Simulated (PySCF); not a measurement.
An unknown shows these calculated signals:

¹H NMR (500 MHz, computed): δ 4.87 (s, 2H), 4.11 (br, 3H), 4.02 (sept, 1H), 3.64 (s, 3H), 1.20 (d, 6H).

¹³C{¹H} NMR (computed): δ 96.8 (CH2), 70.3 (CH), 55.1 (CH3), 22.3 (CH3).

Averaged over atoms made equivalent by symmetry, fast rotation or ring inversion, gas phase, one computed conformer, non-relativistic. PBE0-D3(BJ)/def2-SVP structure; shielding tensors at CAM-B3LYP/pcSseg-1 (GIAO); PySCF.

δ = σ(ref) − σ, references computed at the same level: ¹H, ¹³C against TMS.

**Question.** Which of these does the molecule contain: a (CH3)2CH unit, a CF3 group, a C≡C triple bond, a methoxy group, an OH group?

**Answer.** 
- A (CH3)2CH unit: yes (δC 22.3, 70.3; δH 1.20 (d), 4.02 (sept)).
- A CF3 group: no.
- A C≡C triple bond: no.
- A methoxy group: yes (δC 55.1; δH 3.64 (s)).
- An OH group: no.

The data belong to `[AlH3-][O+](COC(C)C)C`, C5H15AlO2; they needn't prove each group on their own.

Carbon signals by region: 3 at 50–100 ppm, 1 below 50 ppm.

Hydrides on Al or Ga are broadened by the quadrupolar metal nucleus. Shifts are as computed, not scaled to solution data. Of 1211 compounds with measured shifts, 218 miss one by over three times the rms of a fit or turn the order of signals round; such compounds aren't used in these exercises. Multiplicities follow the n + 1 count of equivalent neighbours, as no J values were calculated; m marks all less simple cases, F and P coupling included.
